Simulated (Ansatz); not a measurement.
Consider the atomization: `C[N]([AlH2])[AlH2]` → 2 Al• + C• + 7 H• + N•.

Gas-phase electronic energies from Ansatz, PBE0-D4/def2-TZVP geometries. CCSD(T)/CBS is the MP2 limit (def2-TZVPP, def2-QZVPP) plus CCSD(T) − MP2 in def2-TZVPP, frozen cores. This one scheme is used for every species, atoms too. DFT in def2-TZVPP. No spin–orbit coupling; open shells (•) take unrestricted orbitals. Spin–orbit coupling would lower the free atoms: a little for Al, C.

CCSD(T)/CBS gives +3467.6 kJ/mol.

**Question.** Another level gave +3473.3 kJ/mol. Which?
A. BHLYP/def2-TZVPP
B. BHLYP-D4/def2-TZVPP
C. revPBE/def2-TZVPP
D. ωB97M-V/def2-TZVPP

**Answer.** D. ωB97M-V 3473.3, BHLYP 3370.5, revPBE 3334.6, BHLYP-D4 3399.4 kJ/mol.

Largest T1 diagnostic among the species: 0.018.

From BLYP to BHLYP (50 % exact exchange), in def2-TZVPP and without D4, ΔE moves by −28.1 kJ/mol: exact exchange takes away binding that semilocal exchange gives to molecules. The D4 term adds +35.6 kJ/mol with B3LYP and +18.7 kJ/mol with PBE0; it sums over pairs of atoms, weighted by their polarisabilities, and B3LYP, whose exchange is more repulsive, gets the larger term.

B3LYP here is the variant with VWN-RPA as its local correlation; programs differ in this.

For atomizations the MP2-based limit and the directly extrapolated one differ by several kJ/mol either way, and by 10 to 25 for some Ge, Se and Sn compounds, so smaller differences from it don't rank the levels.
